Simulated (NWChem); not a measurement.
# SiH$_{2}$S$_{2}$, singlet; SMILES S[Si]S

```xyz
5

Si    -1.0189     0.0123     0.0011
S      0.3630     1.6673    -0.0010
H      1.5541     1.0211    -0.0009
S      0.4319    -1.5818     0.0020
H     -0.4771    -2.5834     0.0034
```
Atoms are numbered in this order, from 1.

All runs: NWChem. Low-valent species are run as closed-shell singlets; no triplet was tried in these runs. All runs use the structure optimised with PBE0/def2-SVP. Vzz is the largest principal value of the second derivative of the potential at the nucleus (NWChem prints the opposite sign); η is the asymmetry. Non-relativistic.

Question: Estimate the computed values for PBE/def2-TZVP. Quantities: Vzz S2 (a.u.); η S2; Vzz S4 (a.u.); η S4.

Answer: 
```yaml
Vzz S2 (a.u.): 1.650
"η S2": 0.50
Vzz S4 (a.u.): 1.591
"η S4": 0.59
```
